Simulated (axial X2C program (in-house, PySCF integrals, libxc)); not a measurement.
# Which molecule gave these maps?

PBE0 fields computed with an in-house all-electron X2C program for linear molecules (integrals from PySCF), scalar-relativistic, near the equilibrium distance, one atom at z = 0.

The maps cover the half plane through the axis: z from -2.4 to 5.1 Å along the bond, ρ from 0.15 to 2.25 Å away from it (steps of 0.3 Å, the bottom row nearest the axis).

log10 of the density in e/bohr³:

digits 0 to 9 span -4.52 to 1.82 evenly
```
00011222222222222222211100
01112223333333333332222110
01222333333333333333332211
11233344444443444444333221
12233445554444445554443321
12334456665444455665543322
22344567776544557776544322
22344568986555567987654332
```

Electron localisation function (collinear form, no current term, damped to 0 at low density):

digits 0 to 9 span 0.00 to 1.00 evenly
```
00001122333333333322210000
00013444444444444444432000
00245666555555555556665300
02467665445566654445676520
14677643223556532223577751
25776423432355422332367763
36775337773245226775247774
36775263736234247727347775
```

Axial spin density in 10⁻³ e/bohr³:

digits 0 to 9 span -9.71 to 9.71 evenly, values beyond are clipped
```
55555555555555555555555555
55555555556666666555555555
55555566667777776666655555
55556778888888888887765555
55567899999999999999976555
55578999679999997689997655
55679993645999973647998655
55689959993999949983999655
```

Problem. Which molecule is it?
A. BeC
B. PC
C. RaS⁺
D. Sn₂⁺

Solution. D. Sn₂⁺, with Sn at z = 0 and Sn at z = 2.794 Å, state M_S = 3/2, Λ = 0 (beyond evenly filled blocks: σα, π+α, π-α), basis Sn dyall-cv3z [11s12p9d4f1g] (cores contracted in-house). The state is a single determinant with fixed occupations, the lowest that a limited PBE0 search found. PBE0 can misorder states that lie within some tenths of an eV, so this need not be the ground state of the molecule. The nearest other spin-free determinant of the search, M_S = 1/2, Λ = 0, lies 0.41 eV up at the distance of the search.
